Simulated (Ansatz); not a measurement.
Start from `[F][Zr]([F])([F])[SH]` and change one atom or group to get `[F][Zr]([F])([F])[I]`.

Ansatz, PBE0-D4/def2-TZVP geometries, multiplicity 1. Each molecule was computed in one conformer, which needn't be the lowest.

Elements past krypton have def2 core potentials.

```csv
property,`[F][Zr]([F])([F])[SH]`
LUMO energy (PBE/def2-TZVPP) / eV,-2.73
HOMO energy (ωB97M-V/def2-TZVPP) / eV,-10.33
zero-point energy (PBE0-D4/def2-TZVP) / kJ/mol,38.5
HOMO–LUMO gap (B3LYP/def2-TZVPP) / eV,5.81
HOMO energy (PBE0/def2-TZVPP) / eV,-8.19
HOMO–LUMO gap (PBE0/def2-TZVPP) / eV,6.31
```

(1) Give the same properties after the change, and the shifts. (Estimate.)

Answers

(1) Ansatz gave: 
```json
{"property": "LUMO energy (PBE/def2-TZVPP) / eV", "`[F][Zr]([F])([F])[I]`": "-2.76", "shift": "-0.03"}
{"property": "HOMO energy (ωB97M-V/def2-TZVPP) / eV", "`[F][Zr]([F])([F])[I]`": "-10.43", "shift": "-0.10"}
{"property": "zero-point energy (PBE0-D4/def2-TZVP) / kJ/mol", "`[F][Zr]([F])([F])[I]`": "18.1", "shift": "-20.4"}
{"property": "HOMO–LUMO gap (B3LYP/def2-TZVPP) / eV", "`[F][Zr]([F])([F])[I]`": "5.92", "shift": "0.11"}
{"property": "HOMO energy (PBE0/def2-TZVPP) / eV", "`[F][Zr]([F])([F])[I]`": "-8.36", "shift": "-0.17"}
{"property": "HOMO–LUMO gap (PBE0/def2-TZVPP) / eV", "`[F][Zr]([F])([F])[I]`": "6.39", "shift": "0.08"}
```

With PBE0 the HOMO falls by 0.17 eV and the LUMO falls by 0.09 eV, so the gap widens by about 0.08 eV. PBE moves the HOMO by -0.26 eV and ωB97M-V by -0.10 eV. The zero-point energy changes by -20.4 kJ/mol with -3 modes.

B3LYP here is the variant with VWN-RPA as its local correlation; programs differ in this.

Spin–orbit coupling is left out; it splits and shifts lone-pair levels of the heavy atoms by tenths of an eV.
